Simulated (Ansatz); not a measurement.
Start from `C=CCCCCC` and change one atom or group to get `C=CCCCC`.

Ansatz, PBE0-D4/def2-TZVP geometries, multiplicity 1. Each molecule was computed in one conformer, which needn't be the lowest.

| property | `C=CCCCCC` |
| --- | --- |
| HOMO energy (B3LYP/def2-TZVPP) / eV | -7.12 |
| HOMO–LUMO gap (B3LYP/def2-TZVPP) / eV | 7.22 |
| size of the dipole moment (PBE/def2-TZVPP) / D | 0.35 |
| LUMO energy (B3LYP/def2-TZVPP) / eV | 0.11 |
| size of the dipole moment (ωB97M-V/def2-TZVPP) / D | 0.32 |
| HOMO energy (ωB97M-V/def2-TZVPP) / eV | -9.60 |

Problem. Give the same properties after the change, and the shifts. (Best estimate.)

Solution. The calculation gave: 
| property | `C=CCCCC` | shift |
| --- | --- | --- |
| HOMO energy (B3LYP/def2-TZVPP) / eV | -7.13 | -0.01 |
| HOMO–LUMO gap (B3LYP/def2-TZVPP) / eV | 7.25 | 0.03 |
| size of the dipole moment (PBE/def2-TZVPP) / D | 0.42 | 0.07 |
| LUMO energy (B3LYP/def2-TZVPP) / eV | 0.12 | 0.01 |
| size of the dipole moment (ωB97M-V/def2-TZVPP) / D | 0.39 | 0.07 |
| HOMO energy (ωB97M-V/def2-TZVPP) / eV | -9.61 | -0.01 |

Dipoles are sizes alone; their direction can turn.

B3LYP here is the variant with VWN-RPA as its local correlation; programs differ in this.
